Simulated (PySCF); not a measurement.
# From orbital energies to excitation energies

Species: C6H7NO.
SMILES: `C=CCc1ccon1`

Computed, not measured: TDDFT wB97X-D/def2-SVPD, vertical, gas phase, core orbitals frozen in the response (PySCF). The structure is a single GFN2-xTB conformer in the gas phase; no vibrational or solvent corrections. Torsions of this conformer, `[CH2:1]=[CH:2][CH2:3][c:4]1[cH:5][cH:6][o:7][n:8]1`: C1–C2–C3–C4 121°, C2–C3–C4–C5 -73°.

Orbital energies (eV): HOMO-3 -10.63, HOMO-2 -10.36, HOMO-1 -9.69, HOMO -9.60, LUMO 1.24, LUMO+1 2.10, LUMO+2 2.40.

Computed singlets:

```csv
state,E (eV),f
S1,6.55,0.0081
S2,6.66,0.168
S3,6.99,0.168
S4,7.35,0.121
S5,7.72,0.065
S6,7.83,0.044
S7,7.88,0.111
S8,8.05,0.038
```

Assign a leading configuration to S1 and S2 and set E beside the orbital difference Δε.

| state | leading configuration | weight | Δε (eV) | E (eV) | E − Δε (eV) | f | other configurations |
| --- | --- | --- | --- | --- | --- | --- | --- |
| S1 | HOMO-3→LUMO | 0.86 | 11.87 | 6.55 | -5.32 | 0.0081 | – |
| S2 | HOMO→LUMO | 0.66 | 10.84 | 6.66 | -4.17 | 0.168 | H-1→L (18%) |

E − Δε runs from -5.32 to -4.17 eV. By orbital difference alone the order would be S2, S1.

H and L stand for HOMO and LUMO. The other states: S3 6.99 eV, f 0.168, H-1→L (56%), H-2→L (24%); S4 7.35 eV, f 0.121, H-2→L (44%), H→L (18%), H-1→L (14%); S5 7.72 eV, f 0.065, H→L+2 (40%), H-1→L+1 (22%), H-1→L+2 (8%); S6 7.83 eV, f 0.044, H-1→L+2 (32%), H→L+1 (21%), H→L+3 (18%); S7 7.88 eV, f 0.111, H-1→L+1 (23%), H→L+2 (22%), H-2→L+1 (17%); S8 8.05 eV, f 0.038, H→L+1 (46%), H-1→L+2 (12%), H→L+3 (9%).

Triplets, Tamm–Dancoff:

```tsv
state	E (eV)	λ (nm)	main configurations (H = HOMO, L = LUMO)
T1	4.48	276.7	H-1→L (45%), H→L (33%), H→L+1 (8%)
T2	4.63	267.6	H→L+1 (26%), H-1→L+1 (26%), H→L (19%)
T3	5.39	230.0	H-2→L (61%)
```

Summed over the main configurations (up to three a state, each over 8%) of all 8 singlets, the electron leaves HOMO with weight 2.39, HOMO-1 with weight 1.84, HOMO-3 with weight 0.86 and HOMO-2 with weight 0.84.

On an Intel Xeon at 2.50 GHz with one thread, no GPU, shared host with 64 logical CPUs at a one-minute load of 57, this took 2.4 min wall, 2.0 min CPU (with the writing of density and orbital grids) and 0.92 GiB of memory at its peak.
